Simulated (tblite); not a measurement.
Species: C6H13Si (doublet state).
Geometry (GFN2-xTB, Å), atoms numbered from 1 in this order:
```xyz
20
C6H13Si angstrom
C      2.8880    0.2408   -0.8437
Si     1.6504   -0.2426    0.4186
C      0.4634   -1.6417   -0.1581
C     -0.8370   -0.9270   -0.5134
C     -1.0722    0.1811    0.5128
C     -2.2915    1.0327    0.1754
C      0.2086    1.0159    0.5755
H      2.6237    0.4994   -1.8548
H      3.9402    0.2856   -0.6302
H      2.2677   -0.5514    1.7146
H      0.2905   -2.3404    0.6606
H      0.8367   -2.2213   -0.9997
H     -1.6793   -1.6228   -0.5410
H     -0.7465   -0.4752   -1.5041
H     -1.2323   -0.2878    1.4908
H     -3.1930    0.4228    0.1549
H     -2.1701    1.4989   -0.8012
H     -2.4260    1.8187    0.9161
H      0.2458    1.6110    1.4859
H      0.2277    1.7140   -0.2621
```

Computed geometry: GFN2-xTB, gas phase. This method treats the open shell by occupation alone, without spin polarisation.

Take the most abundant isotopes and a rigid rotor. The values belong to one conformer with, in the numbering `[CH2:1][Si@@H:2]1[CH2:3][CH2:4][C@H:5]([CH3:6])[CH2:7]1`, H–C1–Si2–C3 52° and -128°, C1–Si2–C3–C4 -102°, Si2–C3–C4–C5 -39°, C3–C4–C5–C6 175°, C4–C5–C7–Si2 -38°.

What are A, B and C (cm⁻¹)?

Ia = 128.32, Ib = 349.92, Ic = 407.62 u·Å²; 505379 MHz·u·Å²/I gives 3939, 1444 and 1240 MHz, that is A = 0.13138, B = 0.04818, C = 0.04136 cm⁻¹.

What kind of rotor is it?

An asymmetric top. Ray's parameter κ = (2B − A − C)/(A − C) = -0.848; −1 is the prolate and +1 the oblate limit.

What does the inertial defect say?

Not planar: Δ = Ic − Ia − Ib = -70.62 u·Å². For a rigid frame Δ = −2 Σ m c², so Σ m c² = 35.31 u·Å² lies off the ab plane: 16.34 from hydrogen and 18.97 from heavier atoms. The atom farthest from that plane is 1.89 Å away.

Estimate the classical rotational partition function at 25 K, 50 K and 500 K.

Point group C1, symmetry number σ = 1; q = (√π/σ)·√((kT/h)³/(ABC)), k/h = 20836.6 MHz/K: 7940 at 25 K, 22400 at 50 K, 710000 at 500 K.

For this open shell read J as N, the rotation without spin; fine and hyperfine splittings come on top. Its GFN2-xTB frequencies are all real (lowest 70 cm⁻¹). These are rigid-rotor constants of the computed structure; measured ground-state constants (B0) also hold zero-point vibration.
